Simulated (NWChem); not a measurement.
CH$_{5}$NSi$_{2}$; SMILES C1=N[SiH2][SiH2]1

```xyz
9

C      1.3192    -0.3792     0.0000
N      1.1524     0.8963     0.0000
Si    -0.6461     1.0726     0.0000
Si    -0.3974    -1.2586     0.0000
H      2.3447    -0.8003     0.0000
H     -1.1491     1.7832     1.2134
H     -1.1491     1.7832    -1.2134
H     -0.7098    -2.0800     1.2124
H     -0.7098    -2.0800    -1.2124
```
Atoms are numbered in this order, from 1.

Program: NWChem. Medium grid unless said otherwise, to which SCAN and Minnesota functionals are sensitive. The geometry was optimised at PBE0/def2-SVP.

Q: What does the run give for M05-2X/def2-SVP? Quantities: highest occupied level (eV); orbital gap (eV); dipole (D).

A: The highest occupied level (eV) comes out as -8.03, the orbital gap (eV) is 8.11 and the dipole (D) is 1.91.
